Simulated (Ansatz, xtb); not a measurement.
## Cl2H3Si2+: which of two structures lies lower

Structure a: `[SiH3][Si+](Cl)Cl`, a singlet. Structure b: a singlet given by its coordinates. Both are isolated ions in the gas phase, relaxed with PBE0-D3(BJ)/def2-SVP.

a (Å):

```yaml
atoms:
  - { symbol: Cl, position_ang: [-0.0078, 0.6207, -2.5886] }
  - { symbol: Cl, position_ang: [-3.1486, -0.2144, -3.3903] }
  - { symbol: Si, position_ang: [-1.9989, -1.2116, 0.1324] }
  - { symbol: Si, position_ang: [-1.7038, -0.2534, -2.0218] }
  - { symbol: H, position_ang: [-2.5038, -0.0422, 0.8998] }
  - { symbol: H, position_ang: [-0.6276, -1.6537, 0.4859] }
  - { symbol: H, position_ang: [-2.9969, -2.2805, -0.1175] }
```

b (Å):

```xyz
7

Cl   -1.9109    1.9688    2.2905
Cl   -2.7293   -0.2104   -0.3427
Si   -1.6378    1.6757    0.3300
Si   -0.4849   -0.1542   -0.3828
H    -2.1266    2.7455   -0.5634
H    -0.0715   -0.2767   -1.7981
H    -0.0075   -1.1334    0.6179
```

Close contacts (Å): Cl1–Si3 2.00, Cl2–Si3 2.28, Cl2–Si4 2.25, Si3–Si4 2.28, Si3–H5 1.48, Si4–H6 1.48, Si4–H7 1.48.

**Question.** Estimate which is lower in electronic energy at CCSD(T)/def2-SVP + ΔMP2/def2-TZVPP, and by roughly how much.

**Answer.** The CCSD(T)/def2-SVP + ΔMP2/def2-TZVPP calculation puts structure a lower, by 15.7 kJ/mol.

Level by level:

```json
{"level": "PBE0-D3(BJ)/def2-SVP", "geometry": "PBE0-D3(BJ)/def2-SVP", "E(b) − E(a) (kJ/mol)": "+10.5", "departure from the last row (kJ/mol)": "−5.1", "job, with rough time for the two": "optimisation, 44 s"}
{"level": "HF/def2-SVP", "geometry": "PBE0-D3(BJ)/def2-SVP", "E(b) − E(a) (kJ/mol)": "+24.4", "departure from the last row (kJ/mol)": "+8.7", "job, with rough time for the two": "part of the CCSD(T) run"}
{"level": "MP2/def2-SVP", "geometry": "PBE0-D3(BJ)/def2-SVP", "E(b) − E(a) (kJ/mol)": "+19.7", "departure from the last row (kJ/mol)": "+4.1", "job, with rough time for the two": "part of the CCSD(T) run"}
{"level": "CCSD(T)/def2-SVP", "geometry": "PBE0-D3(BJ)/def2-SVP", "E(b) − E(a) (kJ/mol)": "+22.6", "departure from the last row (kJ/mol)": "+6.9", "job, with rough time for the two": "single point"}
{"level": "CCSD(T)/def2-SVP + ΔMP2/def2-TZVPP", "geometry": "PBE0-D3(BJ)/def2-SVP", "E(b) − E(a) (kJ/mol)": "+15.7", "departure from the last row (kJ/mol)": "", "job, with rough time for the two": "single point, 17 s"}
```

The levels shown agree on the order. The largest departure from CCSD(T)/def2-SVP + ΔMP2/def2-TZVPP is that of HF/def2-SVP, 8.7 kJ/mol. A small imaginary or near-zero mode remains, so no thermal terms are given. Levels run at GFN2-xTB geometries aren't shown. The last row adds to CCSD(T) the change of the MP2 difference between the two basis sets, here −6.9 kJ/mol.

The correlated steps freeze 20 core orbitals. Programs: Ansatz 0.2.0; the last row on 1 thread of Intel(R) Xeon(R) 6975P-C (Granite Rapids) on a shared host.
